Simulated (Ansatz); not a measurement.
Start from `[SiH3]C([SiH3])[TeH]` and change one atom or group to get `C#CC([SiH3])[SiH3]`.

Ansatz, PBE0-D4/def2-TZVP geometries, multiplicity 1. 

Elements past krypton have def2 core potentials.  Spin–orbit coupling is left out; it splits and shifts lone-pair levels of the heavy atoms by tenths of an eV.

| property | `[SiH3]C([SiH3])[TeH]` |
| --- | --- |
| HOMO energy (ωB97M-V/def2-TZVPP) / eV | -8.50 |
| HOMO energy (PBE/def2-TZVPP) / eV | -5.35 |
| HOMO energy (PBE0/def2-TZVPP) / eV | -6.38 |
| size of the dipole moment (ωB97M-V/def2-TZVPP) / D | 0.62 |
| HOMO energy (B3LYP/def2-TZVPP) / eV | -6.16 |
| HOMO–LUMO gap (ωB97M-V/def2-TZVPP) / eV | 9.19 |

(1) Give the same properties after the change, and the shifts. (Estimate.)

## Answers

(1) The calculation gave: 
| property | `C#CC([SiH3])[SiH3]` | shift |
| --- | --- | --- |
| HOMO energy (ωB97M-V/def2-TZVPP) / eV | -9.60 | -1.10 |
| HOMO energy (PBE/def2-TZVPP) / eV | -6.29 | -0.94 |
| HOMO energy (PBE0/def2-TZVPP) / eV | -7.43 | -1.05 |
| size of the dipole moment (ωB97M-V/def2-TZVPP) / D | 0.51 | -0.11 |
| HOMO energy (B3LYP/def2-TZVPP) / eV | -7.20 | -1.04 |
| HOMO–LUMO gap (ωB97M-V/def2-TZVPP) / eV | 11.28 | 2.09 |

With PBE0 the HOMO falls by 1.05 eV and the LUMO rises by 1.22 eV, so the gap widens by about 2.27 eV. PBE moves the HOMO by -0.94 eV and ωB97M-V by -1.10 eV. Dipoles are sizes alone; their direction can turn.

B3LYP here is the variant with VWN-RPA as its local correlation; programs differ in this.
